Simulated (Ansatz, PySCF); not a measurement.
W(NH)(S)(Cl)(OH) (ClH₂NOSW), SMILES [NH]=[W]([OH])(=[S])[Cl], multiplicity 1.

Geometry: B3LYP-D3(BJ)/def2-SVP. The multiplicity is an assumed one; no other spin state was optimised. The structure was generated by enumeration; whether it is a known compound was not checked. The def2 effective core potentials stand for the cores of W; spin–orbit coupling is left out. One conformer was computed; it need not be the lowest.

Vertical ionisation energy (IE) and electron affinity (EA) in eV. Rows of orbital energies are one-electron estimates. Where ΔSCF, EOM or ADC give a negative EA the extra electron is unbound and the value depends on the basis.

| level | IE | EA |
|---|---|---|
| −ε(HOMO), −ε(LUMO), ωB97X/def2-TZVP (PySCF) | ? | ? |
| −ε(HOMO), −ε(LUMO), PBE/def2-TZVP (PySCF) | 6.36 | 3.13 |
| ΔSCF, CAM-B3LYP/def2-SVPD (Ansatz), final states of multiplicity 2 and 2 | 9.59 | 1.11 |
| ΔSCF, PBE/def2-SVPD (Ansatz), final states of multiplicity 2 and 2 | 9.35 | 0.65 |

Q: What belongs in the gaps? (Estimate from the structure and the level; the computed values follow.)

A: 
- −ε(HOMO), −ε(LUMO), ωB97X/def2-TZVP (PySCF), IE: 9.78
- −ε(HOMO), −ε(LUMO), ωB97X/def2-TZVP (PySCF), EA: 0.48

Q: What vertical singlet–triplet gap does ΔSCF give with CAM-B3LYP/def2-SVPD (Ansatz, a quantum-chemistry and plane-wave program) and with PBE/def2-SVPD (Ansatz)? (The exact figures need the calculation; the answer reports its results.)

A: 2.86 and 3.13 eV (triplet above singlet where positive).
